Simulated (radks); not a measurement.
All-electron atom: N IV in [He] 2s2 (the NIST ground configuration). Calculated with a radial shooting solver on a logarithmic mesh with Libxc functionals: Dirac Kohn-Sham, PBE, spin-unpolarised, spherical densities, finite nucleus; Fermi nuclear charge, rms radius 2.5582 fm.

Radial electron density D(r) = 4 pi r^2 rho(r):

r (bohr)  D(r) (e/bohr)
0.007914         0.1508
0.009666         0.2194
0.01181          0.3175
0.01442          0.4563
0.01761          0.6505
0.02151          0.9183
0.02628           1.281
0.03184           1.738
0.03889           2.349
0.0475            3.105
0.05801           3.997
0.07085           4.984
0.08654           5.976
0.1057            6.832
0.1281            7.359
0.1564            7.423
0.1911            6.878
0.2334            5.752
0.285             4.269
0.3482            2.814
0.4252            1.782
0.5152            1.392
0.6293            1.533
0.7686            1.884
0.9388            2.023
1.147             1.735
1.401             1.146
1.711            0.5647
2.073            0.2092
2.532           0.05030
3.092          0.007448
3.777         0.0006170

D(r) has 2 maxima, at r = 0.146, 0.909 bohr, and minima at 0.536 bohr, inside which lie 2.07 electrons.
